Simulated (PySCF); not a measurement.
Si(CCH)(F)2(Me) (C3H4F2Si), SMILES C#C[Si](C)(F)F.

The structure is a stationary point at PBE0-D3(BJ)/def2-SVP.

Level of theory: TDA-PBE/def2-SVPD in PySCF 2.14.0.

Vertical excitations. Isolated molecule, no solvent. State labels are in the subgroup Cs.

Computed lowest excited states:
```json
[
 {"state": "S1", "symmetry": "A\"", "energy (eV)": "6.06", "λ (nm)": "205", "f": "0.000", "main pairs": "HOMO→LUMO 81 %, HOMO−1→LUMO+1 19 %"},
 {"state": "S2", "symmetry": "A'", "energy (eV)": "6.27", "λ (nm)": "198", "f": "0.000", "main pairs": "HOMO−1→LUMO 51 %, HOMO→LUMO+1 49 %"},
 {"state": "S3", "symmetry": "A\"", "energy (eV)": "6.28", "λ (nm)": "197", "f": "0.000", "main pairs": "HOMO−1→LUMO+1 80 %, HOMO→LUMO 19 %"},
 {"state": "S4", "symmetry": "A\"", "energy (eV)": "7.09", "λ (nm)": "175", "f": "0.000", "main pairs": "HOMO−2→LUMO 99 %"},
 {"state": "S5", "symmetry": "A'", "energy (eV)": "7.22", "λ (nm)": "172", "f": "0.034", "main pairs": "HOMO−2→LUMO+1 96 %"},
 {"state": "S6", "symmetry": "A'", "energy (eV)": "7.41", "λ (nm)": "167", "f": "0.031", "main pairs": "HOMO→LUMO+2 99 %"},
 {"state": "S7", "symmetry": "A\"", "energy (eV)": "7.44", "λ (nm)": "167", "f": "0.014", "main pairs": "HOMO−1→LUMO+2 100 %"},
 {"state": "S8", "symmetry": "A'", "energy (eV)": "8.23", "λ (nm)": "151", "f": "0.007", "main pairs": "HOMO−3→LUMO 96 %"},
 {"state": "S9", "symmetry": "A'", "energy (eV)": "8.26", "λ (nm)": "150", "f": "0.020", "main pairs": "HOMO→LUMO+3 99 %"},
 {"state": "S10", "symmetry": "A\"", "energy (eV)": "8.30", "λ (nm)": "149", "f": "0.027", "main pairs": "HOMO−1→LUMO+3 99 %"},
 {"state": "T1", "symmetry": "A'", "energy (eV)": "4.91", "λ (nm)": "253", "f": "0", "main pairs": "HOMO−1→LUMO 55 %, HOMO→LUMO+1 42 %"},
 {"state": "T2", "symmetry": "A\"", "energy (eV)": "5.34", "λ (nm)": "232", "f": "0", "main pairs": "HOMO→LUMO 57 %, HOMO−1→LUMO+1 42 %"},
 {"state": "T3", "symmetry": "A'", "energy (eV)": "5.34", "λ (nm)": "232", "f": "0", "main pairs": "HOMO→LUMO+1 55 %, HOMO−1→LUMO 43 %"},
 {"state": "T4", "symmetry": "A\"", "energy (eV)": "6.08", "λ (nm)": "204", "f": "0", "main pairs": "HOMO−1→LUMO+1 57 %, HOMO→LUMO 43 %"}
]
```
Triplets are in the Tamm–Dancoff approximation.
